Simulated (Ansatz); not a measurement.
Species: C3H4S3, SMILES `S=C1CS[C@@H]1S` (S–C–S–H torsion 87°) (charge 0, multiplicity 1).

Problem. Give a relaxed geometry from PBE-D3(BJ)/def2-TZVP (Ansatz, a program for electronic structure).

Solution. One answer among several that fit: the end point of this relaxation, one of several conformers (outside a Z-matrix the atoms follow the SMILES, hydrogens last).
Z-matrix (Å, degrees):
```
C
H 1 1.0996
C 1 1.5114 2 112.87
C 3 1.5087 1 99.96 2 83.13
H 4 1.0956 3 114.84 1 143.27
H 4 1.1005 5 110.77 3 -131.09
S 3 1.6184 4 129.79 5 -23.61
S 1 1.7929 2 110.12 3 -130.44
H 8 1.3549 1 94.66 2 -41.65
S 4 1.8534 5 115.94 6 -128.47
```
